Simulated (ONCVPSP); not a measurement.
**Ranking ONCV potentials for K (Z = 19)**

All share these settings but for the change named:

ONCVPSP 4.0.1 input, shortened (lines: element, Z, core and valence counts, functional; n l f; lmax; l rc ep ncon nbas qcut; lloc lpopt rc5 dvloc0; l nproj debl; icmod fcfact rcfact), PBEsol, scalar-relativistic:

```
  K 19.00    3    3  -116133      upf
    1    0    2.00
    2    0    2.00
    2    1    6.00
    3    0    2.00
    3    1    6.00
    4    1    1.00
    2
    0    2.05    0.00    4    9    7.40
    1    2.60    0.00    4    7    5.70
    2    2.20    0.04    5    8    4.90
    4    5    1.45    0.00
    0    2    3.90
    1    3    1.60
    2    2    3.40
    1    0.30    0.00
```

Test errors are all-electron minus pseudo excitation energies from the reference, over 3s2 3p6 4s1 4p0; 3s2 3p6 4p0; 3s2 3p6 4s0.5 4p0; 3s2 3p5 4s1 4p0. None of these files shows a bound ghost.

The base gives 43.5 meV.

Of 8 variants that were run, those that failed, showed a ghost or another fault, or gave nearly equal values are left out.

A variant can come out equal or close to the base, since the largest error may sit in a test that the change hardly touches while other tests move.

Rank these variants by their largest absolute test error, smallest first.
A. s: rc 1.7
B. s: rc 2.06
C. s: rc 2.48

A (35.9 meV), B (43.8 meV), C (56.9 meV).
